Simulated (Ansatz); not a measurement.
Results of the Gaussian-basis code of Ansatz.

A structure relaxed at PBE0-D4/def2-TZVP, charge 0, multiplicity 1:

| atom | x (Å) | y (Å) | z (Å) |
| --- | --- | --- | --- |
| N1 | -0.743 | -0.878 | -1.025 |
| W2 | -0.193 | 0.201 | 0.231 |
| N3 | 0.974 | -0.575 | 1.267 |
| O4 | 0.666 | 1.679 | -0.581 |
| Cl5 | -2.006 | 0.789 | 1.500 |
| H6 | -0.791 | -1.764 | -1.504 |
| H7 | 1.553 | -1.317 | 1.627 |
| H8 | 0.541 | 1.865 | -1.515 |

Q: Give its formula and SMILES.

A: ClH3N2OW, `[NH]=[W](=[NH])([OH])[Cl]`.

Q: Summarise the bond lengths by kind.

A: 2 × N–W 1.743 to 1.745 Å; 2 × H–N 1.007 to 1.008 Å; 1 × O–W 1.893 Å; 1 × Cl–W 2.290 Å; 1 × H–O 0.960 Å.
